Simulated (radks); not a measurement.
Results of a calculation; reference values are marked as such.
Tb36+, configuration [Ar] 3d10 4s1. Level of theory: Dirac Kohn-Sham, PBE, spin-unpolarised, spherical densities, finite nucleus; Fermi nuclear charge, rms radius 5.06 fm (a radial shooting solver on a logarithmic mesh with Libxc functionals).

Radial electron density D(r) = 4 pi r^2 rho(r):

r (bohr)  D(r) (e/bohr)
0.001406          7.702
0.001787          11.19
0.002272          16.02
0.002888          22.57
0.003672          31.10
0.004668          41.69
0.005934          53.98
0.007543          66.93
0.009589          78.64
0.01219           86.63
0.0155            88.75
0.0197            84.98
0.02504           79.05
0.03184           77.97
0.04015           86.72
0.05104           102.9
0.06489           112.8
0.08249           105.0
0.1049            87.14
0.1333            81.72
0.1695            91.77
0.2154            89.26
0.2739            59.18
0.3482            25.17
0.4426            8.294
0.5626            2.850
0.7153           0.6891
0.9093          0.06842
1.156          0.002028

D(r) has 3 maxima, at r = 0.0149, 0.0665, 0.188 bohr, and minima at 0.0292, 0.126 bohr, inside which lie 2.02, 11.30 electrons.
